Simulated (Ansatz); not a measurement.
Ansatz (a quantum-chemistry and plane-wave program) input for AlHBr2, SMILES [Br][AlH][Br], B3LYP-D3(BJ)/def2-SVP. 

Ansatz 0.2 input:
```yaml
crystal:
  periodic: [false, false, false]
  atoms:
    - {symbol: Al, position_ang: [-0.00000000, -0.00000000, -0.82278922]}
    - {symbol: H, position_ang: [0.00000000, 0.00000000, -2.33783113]}
    - {symbol: Br, position_ang: [0.00000000, -2.00418711, 0.18620130]}
    - {symbol: Br, position_ang: [0.00000000, 2.00418711, 0.18620130]}
basis:
  gaussian:
    orbitals: def2-SVP
hamiltonian:
  xc: b3lyp
  dispersion: d3bj
relax: {f_tol: 0.002, max_steps: 200}
```

Program output:

```
WARN ansatz: RAYON_NUM_THREADS=1 ignored (pool sized by the plan → 1); use --threads N
Functional definition: B3LYP
integrals: 0.03 GiB planned
878 factors; integrals over basis functions are off by at most 6.6e-4 eV
mean field: 0.42 GiB planned
mean field evaluation 1: about -146691.7124 eV, gradient 1.3e1 eV
mean field evaluation 2: about -146691.9213 eV, gradient 1.1e1 eV
mean field evaluation 4: about -146692.2894 eV, gradient 1.6e-1 eV
mean field evaluation 8: about -146692.2914 eV, gradient 1.0e-2 eV
mean field -146692.29143768 eV, -5390.8422787285 hartree, gradient 5.0e-5 eV, S^2 0.000000; 0 other end points of the search recorded, 0 dependent functions left out
the calculation of the forces begins
reference -146692.29167278 eV, -5390.8422873680 hartree; 42, 42 occupied and 45, 45 virtual orbitals, 878 factors
relax step   1: F+E_penalty+E_count = -146692.48696807 eV  Δ(F+E_penalty+E_count) = +0.000e0 eV  max|allowed force component| = 8.227e-1 eV/Å  Δτ_max = 0.0000 Å  (24 SCF iters, accepted)
these checks for a lower state are left out or cut short: starts, cluster_reference, orbital_swaps, neighbouring_geometries, increment
integrals: 0.03 GiB planned
878 factors; integrals over basis functions are off by at most 7.2e-4 eV
mean field: 0.42 GiB planned
mean field evaluation 16: about -146692.3369 eV, gradient 5.6e-2 eV
mean field -146692.33986649 eV, -5390.8440584542 hartree, gradient 5.8e-5 eV, S^2 0.000000; 0 other end points of the search recorded, 0 dependent functions left out
the calculation of the forces begins
reference -146692.34010309 eV, -5390.8440671491 hartree; 42, 42 occupied and 45, 45 virtual orbitals, 878 factors
relax step   2: F+E_penalty+E_count = -146692.53734241 eV  Δ(F+E_penalty+E_count) = -5.037e-2 eV  max|allowed force component| = 1.788e-1 eV/Å  Δτ_max = 0.0905 Å  (24 SCF iters, accepted)
these checks for a lower state are left out or cut short: starts, cluster_reference, orbital_swaps, neighbouring_geometries, increment
integrals: 0.03 GiB planned
878 factors; integrals over basis functions are off by at most 7.4e-4 eV
mean field: 0.42 GiB planned
mean field -146692.34084290 eV, -5390.8440943366 hartree, gradient 1.5e-5 eV, S^2 0.000000; 0 other end points of the search recorded, 0 dependent functions left out
the calculation of the forces begins
reference -146692.34107964 eV, -5390.8441030369 hartree; 42, 42 occupied and 45, 45 virtual orbitals, 878 factors
relax step   3: F+E_penalty+E_count = -146692.53893614 eV  Δ(F+E_penalty+E_count) = -1.594e-3 eV  max|allowed force component| = 1.076e-2 eV/Å  Δτ_max = 0.0167 Å  (24 SCF iters, accepted)
these checks for a lower state are left out or cut short: starts, cluster_reference, orbital_swaps, neighbouring_geometries, increment
integrals: 0.03 GiB planned
878 factors; integrals over basis functions are off by at most 7.5e-4 eV
mean field: 0.42 GiB planned
mean field -146692.34094764 eV, -5390.8440981860 hartree, gradient 2.9e-5 eV, S^2 0.000000; 0 other end points of the search recorded, 0 dependent functions left out
the calculation of the forces begins
reference -146692.34118440 eV, -5390.8441068865 hartree; 42, 42 occupied and 45, 45 virtual orbitals, 878 factors
relax step   4: F+E_penalty+E_count = -146692.53894737 eV  Δ(F+E_penalty+E_count) = -1.122e-5 eV  max|allowed force component| = 3.897e-4 eV/Å  Δτ_max = 0.0017 Å  (19 SCF iters, accepted)
integrals: 0.03 GiB planned
878 factors; integrals over basis functions are off by at most 7.5e-4 eV
mean field: 0.42 GiB planned
mean field evaluation 32: about -146692.3380 eV, gradient 3.4e-2 eV
mean field -146692.34094764 eV, -5390.8440981860 hartree, gradient 2.9e-5 eV, S^2 0.000000; 1 other end points of the search recorded, 0 dependent functions left out
the calculation of the forces begins
reference -146692.34118440 eV, -5390.8441068865 hartree; 42, 42 occupied and 45, 45 virtual orbitals, 878 factors
Total energy: -146692.53918412 eV, -5390.8513832421 hartree
Atom 0 at    -0.000000     0.000000    -0.879468 Å, force     0.000000     0.000000    -0.000030 eV/Å
Atom 1 at     0.000000     0.000000    -2.444354 Å, force    -0.000000     0.000000     0.000336 eV/Å
Atom 2 at     0.000000    -1.939437     0.267802 Å, force    -0.000000     0.000390    -0.000153 eV/Å
Atom 3 at     0.000000     1.939437     0.267802 Å, force     0.000000    -0.000390    -0.000153 eV/Å
Dipole moment:    -0.000000     0.000000    -0.179439 e Å
```

Self-consistency was reached.
